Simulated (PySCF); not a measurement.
CF3, SMILES F[C](F)F (connectivity only; charge and spin as stated), charge +1, multiplicity 1.

The structure is a stationary point at TPSSh-D3(BJ)/def2-TZVP. The spin state was assumed, not searched. The isomer is the one that the SMILES or the coordinates give; other isomers of the formula were not compared.

Two levels are set side by side: PBE/def2-TZVPD (PySCF) and PBE0/def2-TZVPD (PySCF). Same geometry, gas phase. Differences are taken from unrounded values.

```tsv
quantity	PBE0
orbital gap (eV)	11.29
highest occupied level (eV)	-21.82
lowest empty level (eV)	-10.53
mean polarisability (bohr³)	13.5
```

Task: What does PBE give, and how far is it from PBE0? (Estimate from the structure and the level; the computed values follow.)

Result: 
| quantity | PBE | PBE minus PBE0 |
|---|---|---|
| orbital gap (eV) | 7.74 | -3.55 |
| highest occupied level (eV) | -19.45 | 2.37 |
| lowest empty level (eV) | -11.71 | -1.18 |
| mean polarisability (bohr³) | 14.2 | 0.7 |

PBE's occupied levels lie high since its potential decays too fast outside the molecule; exact exchange lowers them and widens the gap. Loosely held outer electrons make PBE densities more polarisable. Differences between two approximate levels are no errors against the true value.

Rough cost on one machine, each run with all the roots and properties that it gave: PBE0 against PBE within a factor of 2.
